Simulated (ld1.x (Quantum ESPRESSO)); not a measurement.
**Before and after: PAW potential for Pt (Z = 78)**

```json
{
  "Element": "platinum (Pt)",
  "Generator": "ld1.x (Quantum ESPRESSO) 7.5",
  "Type": "PAW",
  "Functional": "PBEsol",
  "Relativity": "scalar-relativistic",
  "Frozen core": "[Xe] 4f14",
  "Valence charge": "10",
  "Reference configuration": "5d8 6s0 6p0 (charge +2)",
  "Partial waves": "6s (bound, empty): rcut 2.05, rcutus 2.45 bohr; 6s channel at 0.7 Ry: rcut 2.05, rcutus 2.45 bohr; 6p (bound, empty): rcut 2.30, rcutus 2.55 bohr; 6p channel at 2.25 Ry: rcut 2.30, rcutus 2.55 bohr; 5d (bound): rcut 1.80, rcutus 2.50 bohr; 5d channel at 2.4 Ry: rcut 1.80, rcutus 2.50 bohr",
  "Local potential": "all-electron potential smoothed inside 2.30 bohr (lloc = -1)",
  "Core correction": "a·sin(br)/r model core, default radius (ld1.x builds one for every PAW set, though the input has nlcc=.false.)",
  "Augmentation charge": "BESSEL, radius 1.95 bohr"
}
```

All-electron outer shells of the reference configuration (PBEsol, scalar-relativistic, ld1.x):

```tsv
shell	level (eV)	outermost node (bohr)	outermost maximum (bohr)
5p	-76.87	0.53	0.98
5d	-25.91	0.57	1.24
6s	-22.13	1.13	2.18
6p	-14.23	1.33	2.73
```

Change: wave 6s channel at 0.7 Ry: rcut 2.05, rcutus 2.45 bohr becomes 6s channel at 0.21 Ry: rcut 2.05, rcutus 2.45 bohr.

Cutoffs: the cutoffs (Ry, on a coarse ladder) from which the occupation-weighted sum of valence levels, in a spherical-Bessel basis at the reference potential, stays within 10 and 1 mRy of its value at 400 Ry; they do not see the model core or the augmentation charge, which bear on the density cutoff. Errors are all-electron minus pseudo energies relative to the spin-unpolarised reference configuration.

What does the change do?

The potential gets neither clearly harder nor softer (18 Ry and 30 Ry → 18 Ry and 30 Ry); the errors of the 7 common tests hardly move; neither file shows a bound ghost.

```tsv
quantity	base	changed
cutoff, loose	18 Ry	18 Ry
cutoff, tight	30 Ry	30 Ry
bound ghosts	none	none
error for 5d9 6s1 6p0, meV [ΔE -29.22 eV]	-43	-43
error for 5d9 6s0 6p0, meV [ΔE -20.00 eV]	-26	-26
error for 5d7 6s0 6p0, meV [ΔE 32.25 eV]	-65	-65
error for 5d8 6s1 6p0, meV [ΔE -18.02 eV]	-2.5	-2.5
error for 5d8 6s1 6p1, meV [ΔE -22.59 eV]	+6.4	+6.3
error for 5d9 6s0 6p1, meV [ΔE -24.09 eV]	-4.4	-4.4
error for 5d10 6s0 6p0, meV [ΔE -29.23 eV]	-82	-82
s: phases at 2.75 bohr within 0.05 rad from the reference energy up to (Ry; the scan ends near 5)	2.3	2.0
p: phases at 2.75 bohr within 0.05 rad from the reference energy up to (Ry; the scan ends near 5)	0.2	0.2
d: phases at 2.75 bohr within 0.05 rad from the reference energy up to (Ry; the scan ends near 5)	0.2	0.2
lowest overlap eigenvalue by channel	s 0.46, p 0.11, d 0.76	s 0.41, p 0.11, d 0.76
```
